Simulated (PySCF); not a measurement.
# A small calculation by hand: oscillator strength and radiative lifetime

C₃F₆O, SMILES FC(F)(F)C1(F)OC1(F)F.

Coordinates come from a PBE0-D3(BJ)/def2-SVP optimisation.

TDA-ωB97X/def2-SVPD run with PySCF puts the first singlet state with f over 0.02 at 9.93 eV (vertical), with the transition dipole (-0.536, -0.041, 0.041) in atomic units.

### Question
Find the oscillator strength, the wavelength and the radiative lifetime that this transition would have in vacuum if emission retraced absorption.

### Answer

|μ|² = 0.2907 au, so |μ| = 1.37 D. ΔE = 9.93/27.211 = 0.3649 hartree. f = (2/3) ΔE |μ|² = 0.071 (the program prints 0.071).
λ = 1239.84/9.93 = 125 nm; ν = 80091 cm⁻¹.
Einstein's coefficient A = 0.6670 ν² f s⁻¹ (ν in cm⁻¹) = 3.0e8 s⁻¹, so τ = 1/A = 3.3 ns. This state is S1. The figure is the radiative limit of this one transition; relaxation, internal conversion, crossing to triplets and a medium change what is measured.
